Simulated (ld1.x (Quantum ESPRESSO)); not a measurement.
Varying the PAW potential for Co

Base potential:

Co (Z = 27), PAW, made with ld1.x (Quantum ESPRESSO) 7.5 (PBEsol, scalar-relativistic). Core [Ar], reference 3d7 4s1.5 4p0 (charge +0.5). Waves: 4s (bound): rcut 1.90, rcutus 2.20 bohr; 4s channel at 2.25 Ry: rcut 1.90, rcutus 2.20 bohr; 4p (bound, empty): rcut 1.60, rcutus 2.10 bohr; 4p channel at 1.15 Ry: rcut 1.60, rcutus 2.10 bohr; 3d (bound): rcut 1.30, rcutus 1.45 bohr; 3d channel at 1.25 Ry: rcut 1.30, rcutus 1.45 bohr. Local part: all-electron potential smoothed inside 1.45 bohr (lloc = -1). Core correction: Bessel-smoothed model core inside 1.00 bohr. Augmentation charge: PSQ, inside the norm-conserving radii.

Cutoffs, loose and tight: the cutoffs (Ry, on a coarse ladder) from which the occupation-weighted sum of valence levels, in a spherical-Bessel basis at the reference potential, stays within 10 and 1 mRy of its value at 400 Ry. They do not see the model core or the augmentation charge, which bear on the density cutoff. Test errors are all-electron minus pseudo excitation energies from the reference, over the configurations 3d7 4s2 4p0; 3d7 4s1 4p0; 3d7 4s0 4p0; 3d6 4s2 4p1; 3d7 4s1 4p1; 3d8 4s0 4p0; 3d6 4s0 4p0. A dash means not determined; rows that change the core or the reference have their own tests.

A true bound ghost makes a file unfit for plane-wave use even where its test errors are small: the radial tests pick states by their node count and pass the ghost by.

Cutoffs are not given where the Bessel-basis levels miss the radial ones by over 6 mRy, ghosts where they miss by over 20 mRy; a channel whose overlap is not positive is not tested.

A file whose overlap is not positive is unfit for use, and its test errors describe a broken file.

```csv
change,outcome,"cutoff, loose","cutoff, tight",bound ghosts,largest test error (meV)
base,generated,50 Ry,90 Ry,none,-255
reference 3d7 4s2 4p0,generated,50 Ry,90 Ry,none,-246
fully relativistic,generated,–,–,not determined,-252
"core [Ne], valence charge 17; reference 3s2 3p6 3d7.5 4s1.5 4p0; waves now 3s (bound): rcut 1.10, rcutus 1.40 bohr; 4s (bound): rcut 1.10, rcutus 1.40 bohr; 3p (bound): rcut 1.15, rcutus 1.40 bohr; 4p (bound): rcut 1.15, rcutus 1.40 bohr; 3d (bound): rcut 1.65, rcutus 1.90 bohr; 3d channel at 1.25 Ry: rcut 1.65, rcutus 1.90 bohr; local potential all-electron potential smoothed inside 1.10 bohr (lloc = -2); core correction Bessel-smoothed model core, default radius (core density twice the valence density)","generated, overlap not positive",–,–,not determined (overlap not positive),-27 over the solved tests; test run stopped at test 5 of 7 (negative norm?)
local potential all-electron potential smoothed inside 2.00 bohr (lloc = -1),generated,50 Ry,90 Ry,none,-255
"all radii but the core radius scaled by about 0.95 (s 2.08, p 1.98, d 1.38 bohr, rcut 1.80/1.52/1.24); local potential all-electron potential smoothed inside 1.38 bohr (lloc = -1)",generated,55 Ry,90 Ry,p,-255
functional LDA (PZ),generated,50 Ry,90 Ry,none,-254
"waves 4p (bound): rcut 1.60, rcutus 2.90 bohr; 4p channel at 1.15 Ry: rcut 1.60, rcutus 2.90 bohr",generated,50 Ry,90 Ry,none,-255
```
